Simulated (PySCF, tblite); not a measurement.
Species: C5H7FNPSi.
Atom-mapped SMILES: `[CH2:1]=[CH:2][n:3]1[cH:4][p:5][c:6]([SiH3:7])[c:8]1[F:9]` (hydrogens: H10, H11 on C1; H12 on C2; H13 on C4; H14, H15, H16 on Si7)

The geometry is computed with GFN2-xTB (gas phase).

(1) List the bond lengths, angles and torsions at this level.

## Answers

(1) 
```csv
bond,length (Å),order
C1=C2,1.325,double
C2–N3,1.391,single
N3–C4,1.366,aromatic
C4–P5,1.709,aromatic
P5–C6,1.784,aromatic
C6–Si7,1.881,single
C6–C8,1.354,aromatic
C8–F9,1.345,single
N3–C8,1.364,aromatic
C1–H10,1.075,single
C1–H11,1.074,single
C2–H12,1.081,single
C4–H13,1.073,single
"Si7–H14, Si7–H15, Si7–H16",1.463,single
```

Bonds in one row agree within 0.01 Å and their mean is given. Orders are formal, as drawn. A selection of angles:
```csv
angle,degrees
C1–C2–N3,125.9
C2–N3–C4,126.6
C2–N3–C8,123.1
C4–N3–C8,110.3
N3–C4–P5,114.3
C4–P5–C6,89.6
P5–C6–Si7,127.3
P5–C6–C8,108.4
Si7–C6–C8,124.2
C6–C8–F9,125.4
N3–C8–C6,117.3
N3–C8–F9,117.3
```

Dihedral angles: C1–C2–N3–C4 0° (synperiplanar).

Si7 (SiH3 silicon) is tetrahedral (angles from 107.1° to 111.2°). The 5-membered ring N3–C4–P5–C6–C8 has internal angles of 89.6° to 117.3° (sum 540°, against 540° for a flat polygon); it is planar, 0.00 Å rms from its mean plane, widest ring torsion 0°. P5 (phosphorus bonded to 2 C) is bent (angle 89.6°). The C–P distances run from 1.709 Å (C4–P5, aromatic) to 1.784 Å (P5–C6, aromatic), a spread of 0.075 Å. The C–N distances run from 1.364 Å (N3–C8, aromatic) to 1.391 Å (C2–N3, drawn single), a spread of 0.027 Å. The 9 heavy atoms lie in one plane (0.000 Å rms). The 2 C–C bonds span 1.325 Å (C1=C2, drawn double) to 1.354 Å (C6–C8, aromatic), a spread of 0.029 Å.

Point group: Cs (every atom within 0.08 Å of its image). GFN2-xTB frequencies show an imaginary mode (24i cm⁻¹), so the point is no minimum at that level.
